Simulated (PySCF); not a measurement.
isotetrasilane (H10Si4), singlet, at a GFN2-xTB geometry; R2SCAN/def2-SVP (PySCF).

Input for PySCF:
```python
from pyscf import gto, scf, dft

mol = gto.Mole()
mol.atom = '''
    Si   -0.01394313    2.09614472   -0.79913652
    Si    0.04558500    0.14517732    0.46898895
    Si    1.91744944   -1.16426879    0.02240857
    Si   -1.94350764   -1.05927062    0.36518505
    H     1.20137455    2.90488590   -0.67825699
    H    -0.16176468    1.78520261   -2.22362805
    H    -1.12917524    2.98053605   -0.45309522
    H     0.18280575    0.58219256    1.88074744
    H     3.18280585   -0.44523778    0.18824825
    H     1.89596136   -1.64599453   -1.36149566
    H     2.00972012   -2.35449961    0.87123596
    H    -1.95871071   -2.23300110    1.24140469
    H    -3.12199303   -0.26661890    0.72371910
    H    -2.17919530   -1.55642221   -0.99312418
'''
mol.basis = 'def2-svp'
mol.verbose = 4
mol.build()

mf = dft.RKS(mol)
mf.xc = 'r2scan'
mf.kernel()
mf.analyze()
```

What the program printed (banner, timings and long lists left out):

```
PySCF version 2.14.0

[INPUT] verbose = 4
[INPUT] num. atoms = 14
[INPUT] num. electrons = 66
[INPUT] charge = 0
[INPUT] spin (= nelec alpha-beta = 2S) = 0
[INPUT] symmetry False subgroup None
[INPUT] Mole.unit = angstrom
[INPUT] Symbol           X                Y                Z      unit          X                Y                Z       unit  Magmom
[INPUT]  1 Si    -0.013943130000   2.096144720000  -0.799136520000 AA   -0.026348697019   3.961139438253  -1.510149158938 Bohr   0.0
[INPUT]  2 Si     0.045585000000   0.145177320000   0.468988950000 AA    0.086143165388   0.274345374298   0.886260670947 Bohr   0.0
[INPUT]  3 Si     1.917449440000  -1.164268790000   0.022408570000 AA    3.623454299301  -2.200149148479   0.042346060143 Bohr   0.0
[INPUT]  4 Si    -1.943507640000  -1.059270620000   0.365185050000 AA   -3.672697160600  -2.001731363598   0.690099729286 Bohr   0.0
[INPUT]  5 H      1.201374550000   2.904885900000  -0.678256990000 AA    2.270268872523   5.489438774111  -1.281719953172 Bohr   0.0
[INPUT]  6 H     -0.161764680000   1.785202610000  -2.223628050000 AA   -0.305690941828   3.373544009759  -4.202048017401 Bohr   0.0
[INPUT]  7 H     -1.129175240000   2.980536050000  -0.453095220000 AA   -2.133831950240   5.632396838893  -0.856225874150 Bohr   0.0
[INPUT]  8 H      0.182805750000   0.582192560000   1.880747440000 AA    0.345452801496   1.100184490159   3.554097571077 Bohr   0.0
[INPUT]  9 H      3.182805850000  -0.445237780000   0.188248250000 AA    6.014631364164  -0.841377464509   0.355737635929 Bohr   0.0
[INPUT] 10 H      1.895961360000  -1.645994530000  -1.361495660000 AA    3.582847713158  -3.110478864232  -2.572853917184 Bohr   0.0
[INPUT] 11 H      2.009720120000  -2.354499610000   0.871235960000 AA    3.797820613828  -4.449359423295   1.646397354273 Bohr   0.0
[INPUT] 12 H     -1.958710710000  -2.233001100000   1.241404690000 AA   -3.701426799152  -4.219760514853   2.345914873851 Bohr   0.0
[INPUT] 13 H     -3.121993030000  -0.266618900000   0.723719100000 AA   -5.899711789501  -0.503836700633   1.367630890117 Bohr   0.0
[INPUT] 14 H     -2.179195300000  -1.556422210000  -0.993124180000 AA   -4.118082288939  -2.941211711090  -1.876732707883 Bohr   0.0

nuclear repulsion = 328.347809175511
number of shells = 62
number of NR pGTOs = 214
number of NR cGTOs = 122
basis = def2-svp
ecp = {}

******** <class 'pyscf.dft.rks.RKS'> ********
method = RKS
initial guess = minao
damping factor = 0
level_shift factor = 0
DIIS = <class 'pyscf.scf.diis.CDIIS'>
diis_start_cycle = 1
diis_space = 8
diis_damp = 0
SCF conv_tol = 1e-09
SCF conv_tol_grad = None
SCF max_cycles = 50
direct_scf = True
direct_scf_tol = 1e-13
XC library pyscf.dft.libxc version 7.1.2
    S. Lehtola, C. Steigemann, M. J. T. Oliveira, and M. A. L. Marques,  SoftwareX 7, 1–5 (2018)
XC functionals = r2scan
    J. W. Furness, A. D. Kaplan, J. Ning, J. P. Perdew, and J. Sun,  J. Phys. Chem. Lett. 11, 8208–8215 (2020)
    J. W. Furness, A. D. Kaplan, J. Ning, J. P. Perdew, and J. Sun,  J. Phys. Chem. Lett. 11, 9248–9248 (2020)
    J. W. Furness, A. D. Kaplan, J. Ning, J. P. Perdew, and J. Sun,  J. Phys. Chem. Lett. 11, 8208–8215 (2020)
    J. W. Furness, A. D. Kaplan, J. Ning, J. P. Perdew, and J. Sun,  J. Phys. Chem. Lett. 11, 9248–9248 (2020)
radial grids:
    Treutler-Ahlrichs [JCP 102, 346 (1995); DOI:10.1063/1.469408] (M4) radial grids

becke partition: Becke, JCP 88, 2547 (1988); DOI:10.1063/1.454033
pruning grids: <function nwchem_prune>
grids dens level: 3
symmetrized grids: False
atomic radii adjust function: <function treutler_atomic_radii_adjust>
small_rho_cutoff = 0
Set gradient conv threshold to 3.16228e-05
Initial guess from minao.
tot grids = 174800
init E= -1163.15388373542
  HOMO = -0.30791279852819  LUMO = -0.0637862105323648  gap/eV = 6.64302
cycle= 1 E= -1163.47479617139  delta_E= -0.321  |g|= 0.165  |ddm|=  3.3
  HOMO = -0.280535323083274  LUMO = -0.0381293064999406  gap/eV = 6.59620
cycle= 2 E= -1163.47946853509  delta_E= -0.00467  |g|= 0.11  |ddm|= 0.356
  HOMO = -0.268258985305894  LUMO = -0.0264473063578174  gap/eV = 6.58003
cycle= 3 E= -1163.48374749686  delta_E= -0.00428  |g|= 0.0475  |ddm|= 0.23
  HOMO = -0.276881686091749  LUMO = -0.034031417821498  gap/eV = 6.60829
cycle= 4 E= -1163.48472191926  delta_E= -0.000974  |g|= 0.0038  |ddm|= 0.0787
  HOMO = -0.277008274771778  LUMO = -0.0341857880611642  gap/eV = 6.60754
cycle= 5 E= -1163.48472690328  delta_E= -4.98e-06  |g|= 0.000904  |ddm|= 0.00833
  HOMO = -0.276877398639883  LUMO = -0.0340709789863793  gap/eV = 6.60710
cycle= 6 E= -1163.48472722334  delta_E= -3.2e-07  |g|= 0.000249  |ddm|= 0.00198
  HOMO = -0.276907383892572  LUMO = -0.0340927616642053  gap/eV = 6.60732
cycle= 7 E= -1163.48472724505  delta_E= -2.17e-08  |g|= 1.29e-05  |ddm|= 0.000435
  HOMO = -0.276906748996812  LUMO = -0.0340926796011893  gap/eV = 6.60731
cycle= 8 E= -1163.48472724511  delta_E= -6.3e-11  |g|= 5.62e-06  |ddm|= 4.24e-05
  HOMO = -0.276907315638126  LUMO = -0.0340931951483152  gap/eV = 6.60731
Extra cycle  E= -1163.4847272451  delta_E= 1.05e-11  |g|= 6.84e-06  |ddm|= 2.33e-05
converged SCF energy = -1163.4847272451
**** SCF Summaries ****
Total Energy =                       -1163.484727245099293
Nuclear Repulsion Energy =             328.347809175511145
One-electron Energy =                -2264.797388213075465
Two-electron Energy =                  772.964851792464970
Two-electron Coulomb Energy =          860.235223748687872
DFT Exchange-Correlation Energy =      -87.270371956222874
HOMO-LUMO gap [eV] =                     6.607308763755024
**** MO energy ****
MO #1   energy= -65.8135963262554  occ= 2
MO #2   energy= -65.8133720206373  occ= 2
MO #3   energy= -65.8133702655854  occ= 2
MO #4   energy= -65.813298714917   occ= 2
MO #5   energy= -5.20970804643457  occ= 2
MO #6   energy= -5.2092997066701   occ= 2
MO #7   energy= -5.20929819247461  occ= 2
MO #8   energy= -5.20926829477263  occ= 2
MO #9   energy= -3.55424336451999  occ= 2
MO #10  energy= -3.55424167301291  occ= 2
MO #11  energy= -3.55392210254493  occ= 2
MO #12  energy= -3.55362600632118  occ= 2
MO #13  energy= -3.55346843033609  occ= 2
MO #14  energy= -3.55346747804063  occ= 2
MO #15  energy= -3.55339033440959  occ= 2
MO #16  energy= -3.55337444125602  occ= 2
MO #17  energy= -3.55337329746296  occ= 2
MO #18  energy= -3.55334807264227  occ= 2
MO #19  energy= -3.55334723288042  occ= 2
MO #20  energy= -3.5533443980413   occ= 2
MO #21  energy= -0.561377364672    occ= 2
MO #22  energy= -0.511014026667122 occ= 2
MO #23  energy= -0.511013850373296 occ= 2
MO #24  energy= -0.444421504711535 occ= 2
MO #25  energy= -0.348397229904271 occ= 2
MO #26  energy= -0.337141114456878 occ= 2
MO #27  energy= -0.337140254813377 occ= 2
MO #28  energy= -0.327015332502513 occ= 2
MO #29  energy= -0.327014863209324 occ= 2
MO #30  energy= -0.32409380104355  occ= 2
MO #31  energy= -0.297952508396596 occ= 2
MO #32  energy= -0.276908018549356 occ= 2
MO #33  energy= -0.276907315638126 occ= 2
MO #34  energy= -0.0340931951483152 occ= 0
MO #35  energy= -0.0304467969725644 occ= 0
MO #36  energy= -0.0304465493236743 occ= 0
MO #37  energy= 0.00892105849143219 occ= 0
MO #38  energy= 0.0100894722526602 occ= 0
MO #39  energy= 0.0100905054742189 occ= 0
MO #40  energy= 0.0668437609385769 occ= 0
MO #41  energy= 0.0668444800436004 occ= 0
 ** Mulliken pop on meta-lowdin orthogonal AOs  **
 ** Mulliken pop  **
 ** Mulliken atomic charges  **
charge of    0Si =      0.24417
charge of    1Si =     -0.01133
charge of    2Si =      0.24417
charge of    3Si =      0.24416
charge of    4H =     -0.07236
charge of    5H =     -0.07796
charge of    6H =     -0.07226
charge of    7H =     -0.05345
charge of    8H =     -0.07227
charge of    9H =     -0.07796
charge of   10H =     -0.07235
charge of   11H =     -0.07226
charge of   12H =     -0.07235
charge of   13H =     -0.07796
Dipole moment(X, Y, Z, Debye):  0.01589,  0.05048,  0.16299
```
